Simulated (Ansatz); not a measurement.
Isolated molecules relaxed with PBE0-D4/def2-TZVP in Ansatz; ΔE leaves out vibrations. CCSD(T)/CBS is the MP2 limit (def2-TZVPP, def2-QZVPP) plus CCSD(T) − MP2 in def2-TZVPP, frozen cores. This one scheme is used for every species. DFT in def2-TZVPP. HSE06 is defined as in plane-wave codes. Triplets are unrestricted, without spin–orbit coupling. One conformer a species, not always the lowest.

`CSC[SiH2]O` → `[CH2]` (triplet) + `CS[SiH2]O`  (formal loss of a carbene)

| level | ΔE (kcal/mol) | difference from CCSD(T)/CBS |
| --- | --- | --- |
| LDA (SPW92) | 106.3 | 18.4 |
| BLYP-D4 | 86.5 | -1.4 |
| r2SCAN0-D4 | 80.9 | -7.0 |
| ωB97M-V | 88.6 | 0.7 |
| HSE06 | 85.5 | -2.4 |
| BHLYP | 80.4 | -7.5 |
| CAM-B3LYP | 85.3 | -2.6 |
| RPA@PBE/def2-TZVPP | 84.0 | -3.9 |
| HF/def2-QZVPP | 50.4 | -37.5 |
| MP2/CBS(def2) | 90.7 | 2.8 |
| CCSD(T)/CBS | 87.9 | 0 |

Largest T1 diagnostic among the species: 0.011.

At CCSD(T), def2-SVP lies −5.2 kcal/mol from the extrapolated value and def2-TZVPP −2.8 kcal/mol. From r2SCAN to r2SCAN0 (25 % exact exchange), in def2-TZVPP and without D4, ΔE moves by −1.2 kcal/mol.
